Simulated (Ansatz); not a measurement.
A structure relaxed at PBE-D4/def2-SVP in Ansatz, charge 0, singlet:

Cartesian coordinates in Å:
```
Sn 0.793 -1.058 -0.751
Sn -3.565 0.807 0.399
Sn 2.032 1.025 1.138
Sn -1.884 -0.312 -1.685
Sn 3.499 -1.123 -0.151
Sn -0.875 0.661 1.050
```

Question: Give its formula and point group.

Answer: the cluster Sn₆. Point group C2 (tolerance 0.1 Å).

Question: Summarise the bond lengths by kind (pairs closer than 1.2 times the sum of covalent radii, bridged metal pairs left out).

Answer: 9 × Sn–Sn 2.77 to 3.07 Å.

In the def2 sets Sn takes a core potential; there is no spin–orbit coupling. The restricted singlet is unstable towards broken spin symmetry in Hartree–Fock (as tested in another run); at PBE-D4/def2-SVP this wasn't settled. Another isomer (singlet) lies 1.81 eV lower at PBE0-D4/def2-TZVP; other spin states weren't run for this one.
